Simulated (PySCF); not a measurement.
**Static response to an electric field**

Species: C4H7NS2Si.
Cartesian coordinates in Å at the GFN2-xTB level; atoms count from 1:
```xyz
15
C4H7NS2Si angstrom
Si     2.587   -0.457    0.233
N      0.897   -0.769    0.044
C     -0.111    0.158   -0.044
C      0.047    1.512   -0.061
S     -1.454    2.353   -0.175
C     -2.325    0.871   -0.203
C     -1.495   -0.199   -0.128
S     -2.013   -1.889   -0.130
H      3.166   -1.794    0.302
H      2.811    0.313    1.460
H      3.080    0.303   -0.919
H      0.555   -1.718    0.028
H      0.961    2.065   -0.012
H     -3.395    0.880   -0.271
H     -3.315   -1.623   -0.145
```

Level: wB97X-D/def2-SVPD (PySCF), static field, nuclei fixed, core orbitals frozen in the response. The polarisability tensor in these axes (au):

```
x   134.35  -4.15   4.07
y    -4.15 140.98  -1.66
z     4.07  -1.66  82.03
```

Q: Give the principal values, the mean and the anisotropy Δα = √{½[(α1 − α2)² + (α2 − α3)² + (α1 − α3)²]}.

A: Principal values 81.69, 132.52 and 143.15 au; mean 119.12 au = 17.65 Å³ = 19.64 × 10⁻⁴⁰ C²·m²/J; Δα = 56.90 au (48 % of the mean).

Q: What is the dipole moment, and where does it point?

A: (-0.09, -0.62, 0.09) D, 0.63 D in size, pointing from the negative to the positive side. Measured along this direction, the outermost atoms are H13 and S5 at the negative end and S8 and H15 at the positive end.

Q: Refractivity n − 1 of an ideal gas of it at 298.15 K and 1 atm, from the electronic α?

A: N = p/kT = 2.4615 × 10¹⁹ cm⁻³, so n − 1 = 2π × N × 17.65 × 10⁻²⁴ cm³ = 2730 × 10⁻⁶ at long wavelengths, for an ideal gas.

Q: Form Σ f/ω² (atomic units) for the 8 lowest TDDFT singlets, given as eV and f, and set it beside the mean polarisability, which is this sum over all singlets: 4.94, 0.0462; 5.00, 0.1033; 5.29, 0.0049; 5.42, 0.0486; 5.58, 0.0101; 5.85, 0.0015; 6.04, 0.0003; 6.19, 0.0003.

A: They add up to 6.10 au, 5.1 % of the 119.12 au; the largest single term is 3.06 au, from the state at 5.00 eV. Terms in order: 1.40, 3.06, 0.13, 1.22, 0.24, 0.03, 0.01, 0.01 au. Higher excitations give the rest. The strengths listed sum to 0.215.

Q: What molar refraction does this α imply?

A: Lorentz–Lorenz: R = (4π/3)N_A α = 2.5225 cm³/(mol·Å³) × 17.65 Å³ = 44.5 cm³/mol, in the limit of long wavelengths.

Geometry: GFN2-xTB, one conformer, isolated molecule.

These values come from a run that also computed excited states. The run took 2.7 min wall, 2.0 min CPU on one thread, Intel Xeon at 2.50 GHz (x86_64), on a shared host, and the process peaked at 1.0 GiB of memory.
